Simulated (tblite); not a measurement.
Parent: `[CH3:1][CH2:2][C@H:3]1[CH2:4][Si@@H:5]([F:6])[CH2:7]1` with C1–C2–C3–C4 68°, C2–C3–C4–Si5 133°, C3–C4–Si5–F6 -121°, C4–Si5–C7–C3 9°, C2–C3–C7–Si5 -134°, C5H11FSi.

Computed geometry: GFN2-xTB, gas phase. One conformer each, not checked by frequencies here.

```tsv
coordinate of the parent	value
C1–C2	1.525 Å
C2–C3	1.522 Å
C3–C4	1.550 Å
C4–Si5	1.902 Å
Si5–F6	1.620 Å
Si5–C7	1.902 Å
C3–C7	1.550 Å
C1–C2–C3	112.4°
C2–C3–C4	114.8°
C2–C3–C7	114.0°
C4–C3–C7	99.4°
C3–C4–Si5	91.0°
C4–Si5–F6	115.4°
C4–Si5–C7	76.9°
F6–Si5–C7	115.5°
C3–C7–Si5	91.0°
```

Task: How does the shared frame change in `[CH3:1][CH2:2][CH:3]1[CH2:4][Si:5]([F:6])([F:7])[CH2:8]1` with C1–C2–C3–C4 -69°, C5H10F2Si? Atoms pair as C1 = C1, C2 = C2, C3 = C3, C4 = C4, Si5 = Si5, F6 = F7, C7 = C8 (parent first).

Result: 
| parent | relative | value in the relative | change |
| --- | --- | --- | --- |
| C1–C2 | C1–C2 | 1.525 Å | 0.000 |
| C2–C3 | C2–C3 | 1.522 Å | 0.000 |
| C3–C4 | C3–C4 | 1.556 Å | +0.006 |
| C4–Si5 | C4–Si5 | 1.892 Å | -0.010 |
| Si5–F6 | Si5–F7 | 1.605 Å | -0.015 |
| Si5–C7 | Si5–C8 | 1.891 Å | -0.011 |
| C3–C7 | C3–C8 | 1.556 Å | +0.006 |
| C1–C2–C3 | C1–C2–C3 | 112.2° | -0.2 |
| C2–C3–C4 | C2–C3–C4 | 114.0° | -0.8 |
| C2–C3–C7 | C2–C3–C8 | 113.4° | -0.6 |
| C4–C3–C7 | C4–C3–C8 | 99.8° | +0.4 |
| C3–C4–Si5 | C3–C4–Si5 | 90.9° | -0.1 |
| C4–Si5–F6 | C4–Si5–F7 | 120.5° | +5.1 |
| C4–Si5–C7 | C4–Si5–C8 | 78.0° | +1.1 |
| F6–Si5–C7 | F7–Si5–C8 | 120.7° | +5.2 |
| C3–C7–Si5 | C3–C8–Si5 | 90.9° | -0.1 |

Of the parent's bonds, Si5–F6 changes most (-0.015 Å). Bonds of the relative outside the shared frame: Si5–F6 1.604 Å. Point group C1 → C1.

Task: How does the shared frame change in `[CH3:1][CH2:2][C@H:3]1[CH2:4][Si@:5]([F:6])([C:7]([CH3:8])=[O:9])[CH2:10]1` with C1–C2–C3–C4 177°, C4–Si5–C7–C8 132°, C2–C3–C4–Si5 131°, C3–C4–Si5–F6 -119°, C4–Si5–C10–C3 7°, C2–C3–C10–Si5 -130°, C7H13FOSi? Atoms pair as C1 = C1, C2 = C2, C3 = C3, C4 = C10, Si5 = Si5, F6 = F6, C7 = C4 (parent first).

Result: 
| parent | relative | value in the relative | change |
| --- | --- | --- | --- |
| C1–C2 | C1–C2 | 1.525 Å | 0.000 |
| C2–C3 | C2–C3 | 1.522 Å | 0.000 |
| C3–C4 | C3–C10 | 1.551 Å | +0.001 |
| C4–Si5 | C10–Si5 | 1.902 Å | 0.000 |
| Si5–F6 | Si5–F6 | 1.635 Å | +0.015 |
| Si5–C7 | Si5–C4 | 1.902 Å | 0.000 |
| C3–C7 | C3–C4 | 1.550 Å | 0.000 |
| C1–C2–C3 | C1–C2–C3 | 112.1° | -0.3 |
| C2–C3–C4 | C2–C3–C10 | 114.2° | -0.6 |
| C2–C3–C7 | C2–C3–C4 | 113.7° | -0.3 |
| C4–C3–C7 | C10–C3–C4 | 99.9° | +0.5 |
| C3–C4–Si5 | C3–C10–Si5 | 90.9° | -0.1 |
| C4–Si5–F6 | C10–Si5–F6 | 115.2° | -0.2 |
| C4–Si5–C7 | C10–Si5–C4 | 77.2° | +0.3 |
| F6–Si5–C7 | F6–Si5–C4 | 115.5° | 0.0 |
| C3–C7–Si5 | C3–C4–Si5 | 90.9° | -0.1 |

Of the parent's bonds, Si5–F6 changes most (+0.015 Å). Bonds of the relative outside the shared frame: Si5–C7 1.920, C7–C8 1.502, C7=O9 1.209 Å. Point group C1 → C1.

Task: How does the shared frame change in `[CH3:1][CH2:2][C@H:3]1[CH2:4][Si@:5]([F:6])([CH:7]=[O:8])[CH2:9]1` with C1–C2–C3–C4 69°, C4–Si5–C7–O8 -47°, C2–C3–C4–Si5 130°, C3–C4–Si5–F6 -120°, C4–Si5–C9–C3 7°, C2–C3–C9–Si5 -131°, C6H11FOSi? Atoms pair as C1 = C1, C2 = C2, C3 = C3, C4 = C4, Si5 = Si5, F6 = F6, C7 = C9 (parent first).

Result: 
| parent | relative | value in the relative | change |
| --- | --- | --- | --- |
| C1–C2 | C1–C2 | 1.525 Å | 0.000 |
| C2–C3 | C2–C3 | 1.522 Å | 0.000 |
| C3–C4 | C3–C4 | 1.552 Å | +0.002 |
| C4–Si5 | C4–Si5 | 1.903 Å | +0.001 |
| Si5–F6 | Si5–F6 | 1.629 Å | +0.009 |
| Si5–C7 | Si5–C9 | 1.904 Å | +0.002 |
| C3–C7 | C3–C9 | 1.551 Å | +0.001 |
| C1–C2–C3 | C1–C2–C3 | 112.1° | -0.3 |
| C2–C3–C4 | C2–C3–C4 | 114.2° | -0.6 |
| C2–C3–C7 | C2–C3–C9 | 113.7° | -0.3 |
| C4–C3–C7 | C4–C3–C9 | 99.8° | +0.4 |
| C3–C4–Si5 | C3–C4–Si5 | 91.0° | 0.0 |
| C4–Si5–F6 | C4–Si5–F6 | 116.4° | +1.0 |
| C4–Si5–C7 | C4–Si5–C9 | 77.1° | +0.2 |
| F6–Si5–C7 | F6–Si5–C9 | 116.3° | +0.8 |
| C3–C7–Si5 | C3–C9–Si5 | 91.0° | 0.0 |

Of the parent's bonds, Si5–F6 changes most (+0.009 Å). Bonds of the relative outside the shared frame: Si5–C7 1.913, C7=O8 1.203 Å. Point group C1 → C1.
